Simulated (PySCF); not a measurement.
**iodine monofluoride: calculation against experiment**

**Measured values to compare with.**

From NIST CCCBDB Release 22 (SRD 101), experimental dipoles, for the gas: dipole moment (microwave Stark effect, vibrational ground state) 1.948 ± 0.02 D.

Liu, Meijer, Perez-Rios, Phys. Chem. Chem. Phys. 22 (2020) 24191 lists, for the gas: dipole moment 1.948 D.

The results are set against them at the end.

Iodine monofluoride, IF.
Numbering: `[F:1][I:2]`

Structure used (PBE0-D3(BJ)/def2-SVP), in Å, numbered top down from 1:
```xyz
2
IF angstrom
F      0.9792   -0.0273    0.0007
I     -0.9617   -0.0016   -0.0128
```

The PySCF runs (gas phase, on this PBE0-D3(BJ)/def2-SVP geometry; no spin–orbit coupling):

| level | job | basis functions | wall time |
| --- | --- | --- | --- |
| PBE0-D3(BJ)/def2-SVP, grid level 1 | geometry optimisation from a GFN2-xTB start shaken at random | 40 | 3.2 s |

Hardware: one thread of an Arm Neoverse V1, no GPU (shared host).

Atoms past Kr carry def2 core potentials in the def2 sets.

## Comparison

**Dipole moment.** Measured: 1.948 D (NIST CCCBDB Release 22 (SRD 101), experimental dipoles) and 1.948 D (Liu, Meijer, Perez-Rios, Phys. Chem. Chem. Phys. 22 (2020) 24191). Differences are taken against the first.

```
               level  computed (D)  computed − measured (D)  % (from the printed values)
PBE0-D3(BJ)/def2-SVP         2.250                   +0.302                          +16
```

The computed dipoles belong to one fixed geometry; measured ones are averaged over vibrations unless marked μe. Magnitudes are compared, not signs.

The geometry is computed, not the measured one. Where a level misses, the cause wasn't examined.
